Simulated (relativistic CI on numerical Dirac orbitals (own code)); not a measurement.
## Sn¹²⁺: sensitivity of the levels to the model

Base calculation: Dirac-Coulomb-Breit CI, separate exchange-only KLI orbitals for each configuration, QED by a radiative potential, unscaled Slater integrals.

Configuration list (outside the closed core [Ar] 3d10): 4s2 4p6 4d2, 4s2 4p5 4d3, 4s2 4p6 4d 4f, 4s2 4p6 4d 5s, 4s 4p6 4d3, 4s2 4p5 4d2 4f, 4s2 4p6 4d 5p, 4s2 4p6 4f 5s, 4s 4p6 4d2 4f, 4s2 4p6 4d 5d, 4s2 4p6 5s 5p, 4s2 4p6 4f2, 4s2 4p5 4f3, 4s2 4p6 5s2, 4s2 4p5 4f 5s2, 4s2 4p6 4f 5p, 4s2 4p5 4f2 5p. Double excitations out of closed p, d and f shells are left out; levels of such configurations are missing from the list, as are those of other unlisted configurations, and high levels can miss mixing partners. These lack a partner that the ground configuration has and come out too high: 4s 4p6 4d2 4f.

Variants: (1) P86 correlation estimate; (2) non-relativistic limit; (3) only the first 3 configurations. Shifts of the energy above 4s2 4p6 4d2 3F_2, in cm⁻¹, for the lowest level and the first level of each name with at least 55 % of one term (blank where a level changes its place among those of its configuration and J or its character, or is not in the variant):

| Level | Base | Δ(1) | Δ(2) | Δ(3) |
| --- | --- | --- | --- | --- |
| 4s2 4p6 4d2 3F_2 | 0 | 0 | 0 | 0 |
| 4s2 4p6 4d2 3F_3 | 9461 | 0 | -9461 | -34 |
| 4s2 4p6 4d2 3F_4 | 18276 | 0 | -18276 | +45 |
| 4s2 4p6 4d2 3P_0 | 24715 | +5 | -4945 | +2094 |
| 4s2 4p6 4d2 3P_1 | 29428 | +5 | -9658 | +2236 |
| 4s2 4p6 4d2 1G_4 | 41482 | +3 | -12959 | +1567 |
| 4s2 4p6 4d2 1S_0 | 93566 | +1 | -13551 | -3238 |
| 4s2 4p5 4d3 5D°_1 | 533686 | +975 | -27319 | -17019 |
| 4s2 4p5 4d3 5S°_2 | 535536 | +977 |  | -15993 |
| 4s2 4p5 4d3 5D°_0 | 536446 | +974 | -30079 | -17404 |
| 4s2 4p5 4d3 5F°_5 | 546563 | +978 | -32235 | -15359 |
| 4s2 4p5 4d3 5G°_6 | 556459 | +981 | -30402 | -14207 |
| 4s2 4p5 4d3 3G°_3 | 563059 | +1036 |  | -17206 |
| 4s2 4p5 4d3 3G°_4 | 566388 | +1008 |  | -16627 |

At this charge energies of transitions that change n are usually good to better than 1 %, and those within a shell (Δn = 0) to a few per cent. Terms inside the open d or f shell come out 10 to 20 % too wide with unscaled integrals.

Ionisation energy from the two ground configurations alone: base 257.802 eV; P86 correlation estimate 259.418 eV. The NIST ASD value (theoretical) is 258 eV.

LS names give the leading component of a level, which can be under half, so a name can repeat, a term be missing and a line seem to break the LS rules.
